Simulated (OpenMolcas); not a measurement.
## How basis sets differ on GeH4O (SMILES [OH][GeH3])

The species is GeH4O (6 atoms), meant as a singlet with charge 0. As SMILES, `[OH][GeH3]`. Geometry: a GFN2-xTB relaxation, a rough one for these elements and not checked as a minimum.

```xyz
6

O     0.4327   -1.1614    0.4151
Ge   -0.2748    0.2950   -0.2073
H     1.2448   -1.0931    0.9122
H    -1.4887   -0.2152   -0.8965
H     0.6898    0.9535   -1.1516
H    -0.6038    1.2212    0.9281
```

Each level gives the HOMO–LUMO gap (eV). The values are calculated.

| level | kind | program | value (eV) |
| --- | --- | --- | --- |
| HF/STO-3G | Hartree–Fock | OpenMolcas | 21.39 |
| HF/3-21G | Hartree–Fock | OpenMolcas | 15.89 |
| HF/6-31G* (spherical functions) | Hartree–Fock | OpenMolcas | 15.38 |
| HF/def2-SVP | Hartree–Fock | OpenMolcas | 15.96 |

All-electron rows without a relativistic Hamiltonian named are non-relativistic. The values span 15.38 to 21.39 eV. A Hartree–Fock LUMO above zero doesn't converge with the basis: it sinks as sets grow more diffuse. Orbital gaps aren't excitation energies.
